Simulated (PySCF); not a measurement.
## Property card for `O[CH]/C=C\C(F)(F)F` [radical]

Species: C4H4F3O (doublet state).
Atom-mapped SMILES: `[OH:1][CH:2]/[CH:3]=[CH:4]\[C:5]([F:6])([F:7])[F:8]` (hydrogens: H9 on O1; H10 on C2; H11 on C3; H12 on C4)

**PBE0-D3(BJ)/def2-SVP geometry optimisation, gas phase (PySCF)**

* Rotational constants A, B, C: 4.572, 1.112, 1.058 GHz
* Dipole moment: 3.54 D

From UKS B3LYP, IGLO-III on C F O, pcH-1 on H, non-relativistic, mean-field spin-orbit, GIAO (PySCF):

* Isotropic g value: 2.00300
* Principal g values: 2.00256, 2.00269, 2.00374
* Spin squared ⟨S²⟩: 0.771
* Largest Mulliken spin population: 0.65 on C4
* Largest isotropic hyperfine couplings (means over sets of like nuclei): 13C +51.7 (C4), 1H -44.1 (H12), 13C +40.0 (C2), 13C -40.0 (C3), 19F +37.1 (F6/F7/F8) MHz

Monoisotopic mass from the formula: 125.0214 u.

g_iso is shifted by about +680 ppm from the free-electron value 2.002319; the principal values span 0.0012. At 9.50 GHz, hν = g·μB·B₀ (B₀ the magnetic field) puts the centre of the isotropic spectrum, to first order, at 338.9 mT. ⟨S²⟩ is 0.021 above the pure-spin value S(S + 1) = 0.75. With B = h/(8π²I), that is 505.379 GHz u Å² over I, the principal moments of inertia are 110.5, 454.4 and 477.5 u Å² (most abundant isotopes); the inertial defect Ic − Ia − Ib is -87.4 u Å² (zero for a rigid planar frame, negative otherwise). The dipole equals about 11.8 × 10⁻³⁰ C·m (1 D = 3.33564 × 10⁻³⁰ C·m).

The unpaired spin is shared among atoms: the largest Mulliken spin population is 0.65. Couplings of like nuclei are plain means over topologically equivalent atoms, as if these changed places fast (by rotation of a methyl-like group, say); in this geometry the members of some sets differ.

The values belong to the conformer `[OH:1][CH:2]/[CH:3]=[CH:4]\[C:5]([F:6])([F:7])[F:8]`: O1–C2–C3–C4 180°, C3–C4–C5–F6 53°, H–O1–C2–C3 0°.
